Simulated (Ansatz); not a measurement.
Isolated molecules relaxed with PBE0-D4/def2-TZVP in Ansatz; ΔE leaves out vibrations. CCSD(T)/CBS is the MP2 limit (def2-TZVPP, def2-QZVPP) plus CCSD(T) − MP2 in def2-TZVPP, frozen cores. DFT in def2-TZVPP. HSE06 is defined as in plane-wave codes. Elements past krypton have def2 core potentials. For I, Zr outer-core shells are correlated without core-valence functions, which leaves a few kJ/mol of doubt a bond. Each species was taken in one conformer, which may not be the lowest.

`CB[SiH2]OC` + `[CH3][Zr]([OH])([I])[I]` → `C[O][Zr]([CH3])([I])[I]` + `B[SiH2]OC`  (substitution at a C–B bond)

(1) Is it downhill or uphill in electronic energy at CCSD(T)/CBS, and by how much? (Estimate.)

(2) What do these levels give: ωB97X-V, r2SCAN0, HSE06, MP2/def2-TZVPP, SCS-MP2/def2-QZVPP, MP2/CBS(def2)? (Best estimate.)

Largest T1 diagnostic among the species: 0.014.

## Answers

(1) The calculation gave: Uphill: ΔE = +87.5 kJ/mol.

(2) Ansatz gave: ωB97X-V 84.8, r2SCAN0 92.3, HSE06 90.0, MP2/def2-TZVPP 85.8, SCS-MP2/def2-QZVPP 81.3, MP2/CBS(def2) 91.4 kJ/mol.

At CCSD(T), def2-SVP lies −13.9 kJ/mol from the extrapolated value and def2-TZVPP −5.5 kJ/mol. Leaving LDA and LC-ωPBE aside and taking each functional with its dispersion term where it has one, the values, not all of them listed here, spread over 11.0 kJ/mol, from B2PLYP to r2SCAN0-D4. LDA lies +9.0 kJ/mol from PBE without D4. In def2-TZVPP, CCSD(T) changes the Hartree–Fock value by +12.7 kJ/mol (the triples alone add +0.3 kJ/mol) and MP2 by +16.6 kJ/mol.
